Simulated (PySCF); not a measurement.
**TlCl₂⁺, singlet: structure and spectrum**

These are results of PySCF, PBE0, basis Tl def2-SVP with ECP60, Cl def2-SVP (scalar-relativistic core potentials, no spin–orbit coupling, density fitting), not measurements.

The structure is a minimum.

```xyz
3
charge 1 multiplicity 1, angstrom
Tl    0.0000    0.0000    0.0000
Cl    2.3001    0.0000    0.0000
Cl   -2.3001    0.0000    0.0000
```

```json
{"Point group": "D∞h", "Bond lengths": "Tl–Cl 2.300 Å (×2)", "Bond angles": "Cl–Tl–Cl 180.0°", "Highest occupied level": "-15.15 eV", "Dipole moment about the centre of mass": "0.00 D", "Rotational symmetry number": "2", "Entropy at 298.15 K and 1 bar": "291.7 J/(mol K)", "Zero-point energy": "5.7 kJ/mol", "Heat capacity Cp at 298.15 K": "57.9 J/(mol K)", "Principal polarisabilities": "26.8, 26.8, 89.2 bohr³", "Enthalpy at 298.15 K above 0 K": "14.38 kJ/mol", "Lowest empty level": "-10.15 eV", "Rotational constants": "0.04556 cm⁻¹", "Principal quadrupole moments (Buckingham, traceless) about the centre of mass": "-2.81, -2.81, 5.61 D Å"}
```

Harmonic modes (masses in u: Tl 204.974, Cl 34.969):
```tsv
symmetry	ω (cm⁻¹)	IR (km/mol, summed over degenerate members)	μ (u)	type
πu	84	3.5	44.32	bend
σg+	351	0.0	34.97	stretch
σu+	433	17.0	44.32	stretch
```

In D∞h the vibrations span πu + σg+ + σu+. The σg+ mode carries no infrared intensity, as symmetry demands. With a centre of inversion only u modes can be infrared active and only g modes Raman active.

Charges (e):
```json
{"atom": "Tl1", "Mulliken": "0.91", "Löwdin": "0.50", "polar tensor": "1.27", "Mayer order to Tl1": "–"}
{"atom": "Cl2,3", "Mulliken": "0.05", "Löwdin": "0.25", "polar tensor": "-0.13", "Mayer order to Tl1": "1.20"}
```

Mulliken populations on Tl1 (electrons outside its core potential): s 3.30, p 6.69, d 10.10.

Counting electrons, thallium keeps none of its valence electrons outside its bonds, so the VSEPR class is AX2 and the expected shape is linear (D∞h), as computed.

Only a few start shapes were tried, so a lower isomer may exist. No spin–orbit coupling is included, which matters more the heavier the element.

The final relaxation and frequency run took 7.2 s on 2 threads of a shared Arm Neoverse V1 host, with 62 basis functions and 6 gradients; the process peaked at 0.64 GiB. Launch command: `OMP_NUM_THREADS=2 python axn.py task.json out`.
